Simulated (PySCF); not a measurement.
CH3Si, SMILES [SiH]=C (connectivity only; charge and spin as stated), charge +1, multiplicity 1. Geometry optimised at r2SCAN-D4/def2-TZVP. The geometry has at least one imaginary mode, so it is a saddle point at that level. The multiplicity is an assumed one; other spin states were not compared. The isomer is the one that the SMILES or the coordinates give; other isomers of the formula were not compared.

TDA-LC-ωPBE/def2-TZVPD (PySCF 2.14.0) puts the lowest singlet excitations at 2.37, 4.46, 5.70, 6.81, 8.06, 8.59 eV.

Problem. What are the lowest excitation roots from ADC(2)/aug-cc-pVDZ in PySCF? (An estimate is asked for; the answer gives what the named calculation found.)

Solution. 2.36, 4.61, 5.80, 6.67, 7.81, 8.49 eV. S1 differs by -0.02 eV (second minus first; roots are paired by order, and the bases may differ).
